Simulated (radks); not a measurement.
The numbers below are computed, except where a source is named.
Lu2+, 69 electrons, occupied as [Kr] 4d10 4f14 5s1 5p6 6s1 5f1 (not the ground configuration). Level of theory: scalar-relativistic Kohn-Sham, r2SCAN, spin-polarised, spherical densities, finite nucleus; open shells are filled with parallel spins first (spin-orbit coupling, left out, can overturn this in heavy ions); meta-GGA in the generalised Kohn-Sham scheme; Fermi nuclear charge, rms radius 5.37 fm (a radial shooting solver on a logarithmic mesh with Libxc functionals).

Unscreened Slater integrals over Kohn-Sham orbitals (cm^-1). They are taken over the spin-up orbitals.

integral    value
F0(5f,5f)   38000
F2(5f,5f)   20271
F4(5f,5f)   13320
F6(5f,5f)  9778.0
F0(5f,6s)   46181
G3(5f,6s)   11642
F0(5f,4f)   49574
F2(5f,4f)  3150.1
F4(5f,4f)  986.25
F6(5f,4f)  582.72
G0(5f,4f)  1029.5
G2(5f,4f)  929.36
G4(5f,4f)  647.52
G6(5f,4f)  481.55
F0(5f,5p)   48728
F2(5f,5p)  7204.3
G2(5f,5p)  1469.3
G4(5f,5p)  1024.0
F0(6s,6s)   69123
F0(6s,4f)   89815
G3(6s,4f)  3570.4
F0(6s,5p)   84537
G1(6s,5p)  7362.8
F0(4f,4f)  290010
F2(4f,4f)  136710
F4(4f,4f)   85543
F6(4f,4f)   61478
F0(4f,5p)  178140
F2(4f,5p)   59776
G2(4f,5p)   30032
G4(4f,5p)   23385
F0(5p,5p)  147760
F2(5p,5p)   79901

Derived for the open shells (J is the average intra-shell exchange parameter used in DFT+U). 5f: F4/F2 = 0.657, F6/F2 = 0.482, J = (286 F2 + 195 F4 + 250 F6)/6435 = 1684 cm^-1.
